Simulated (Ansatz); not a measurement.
# Energy profile

The step: SiCl₄ ([Cl][Si]([Cl])([Cl])[Cl]) + NH₃ → SiNH₂Cl₃ ([NH2][Si]([Cl])([Cl])[Cl]) + HCl; bonds formed: Cl2–H6; dative contacts that become bonds: Si1–N7; bonds broken: Si1–Cl2, H6–N7 (atoms numbered as in the saddle structure below).

Si1  (-0.710, -0.455, -0.156)
Cl2  (1.387, 0.204, -2.000)
Cl3  (-0.174, -2.348, -0.564)
Cl4  (-1.900, -0.640, 1.525)
Cl5  (-1.861, 0.580, -1.435)
H6  (1.269, 0.642, -0.297)
N7  (0.624, 0.540, 0.606)
H8  (0.283, 1.433, 0.954)
H9  (1.082, 0.045, 1.368)
(Å)

Electronic energies by CCSD(T) at an estimated basis limit (MP2 extrapolated from triple and quadruple zeta, plus CCSD(T) − MP2 in triple zeta), on PBE0-D4/def2-TZVP structures; SiNH3Cl4, closed shell; no counterpoise correction. Computed with Ansatz 0.2.0 (basis: def2-TZVPP and def2-QZVPP); correlated methods freeze the cores. Extrapolation: Hartree–Fock as exp(−7.88 √X), correlation as X^−2.97.

Problem. Give the profile in kJ/mol, counted from the separated reactants. (Judge from chemistry; the value comes from the calculation.)

Solution. The calculation gives:
```
                                                                                                                      point  kJ/mol
    separated: SiCl4 (linked as [Cl][Si]([Cl])([Cl])[Cl]; Si1, Cl2, Cl3, Cl4, Cl5; singlet) + NH3 (H6, N7, H8, H9; singlet)     0.0
                                                                                                            start structure   -16.3
                                                                                                                     saddle    76.2
                                                                                                              end structure     5.1
separated: SiNH2Cl3 (linked as [NH2][Si]([Cl])([Cl])[Cl]; Si1, Cl3, Cl4, Cl5, N7, H8, H9; singlet) + HCl (Cl2, H6; singlet)    22.4
```

T1 diagnostic: at most 0.010.

The step is the kind of exchange with an N–H group that builds nitride films in atomic layer and chemical vapour deposition.

For scale, one of the runs: CCSD(T)/def2-TZVPP, 283 basis functions, launched by `ansatz run in.yaml --threads 8 --pin off --events-out ev --progress --plain --max-ram 19148MiB`. Hardware: 8 CPU threads of an Intel Xeon, shared host. Wall time 3.9 min; peak host memory 7.5 GiB.
